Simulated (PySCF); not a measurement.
## Relaxation of quintet H₂OsS

Method: UPBE0 in PySCF with Os def2-TZVP with ECP60, S def2-TZVP, H def2-TZVP; scalar-relativistic core potentials, no spin–orbit coupling; density-fitted integrals. A (50,194) grid was used.

A start displaced from a saddle point along its imaginary mode, with no symmetry imposed:

```xyz
4
charge 0 multiplicity 5, angstrom
Os    0.0019   -0.0480   -0.2917
S    -0.0120    0.2601    1.7790
H     1.6109    0.4179   -0.6853
H    -1.5853    0.4832   -0.1903
```

**Question.** What does it relax to?

**Answer.** It ends at Cs with Os–H 1.645 Å (×2), Os–S 2.127 Å; H–Os–H 96.4°, H–Os–S 127.1° (×2) (after a last refinement on a finer grid). A frequency run shows a minimum. Other isomers or separated fragments may lie lower.

**Question.** How much energy is released, and in how many steps?

**Answer.** 32.6 kJ/mol in 21 steps.

With open d or f shells other occupations or spin states may lie lower. At this level a triplet minimum of Cs symmetry lies 107 kJ/mol below this structure. Spin–orbit coupling, left out here, can matter for elements this heavy.
